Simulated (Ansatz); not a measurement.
Molecule: SiF$_{2}$ (charge +1, doublet). 
Geometry from a B3LYP-D3(BJ)/def2-TZVP (Ansatz, a first-principles code) optimisation:
```xyz
3

F     -1.3239    -0.3705     0.0614
Si    -0.0116     0.4321    -0.0096
F      1.3419    -0.3015    -0.0464
```
Charge +1, spin multiplicity 2.

Basis-set convergence of Hartree-Fock and CCSD(T) correlation energies (hartree) with Ansatz. Correlated levels leave the core frozen unless marked. UHF or UKS for open shells. Spin-orbit coupling is left out. No relativistic terms.

| basis | functions | E(HF) | E(corr, CCSD(T)) |
|---|---|---|---|
| cc-pV(D+d)Z | 51 | -487.54148 | -0.44993 |
| cc-pV(T+d)Z | 99 | -487.65088 | -0.58994 |
| cc-pV(Q+d)Z | 174 | -487.67458 | -0.64085 |

Extrapolating the two largest sets (X = 3 and 4) as X^-3: E(corr) = (64·(-0.64085) - 27·(-0.58994))/37 = -0.6780 Eh, an estimate of the basis-set limit. The largest set recovers 94.5 % of it, the smallest 66.4 %.
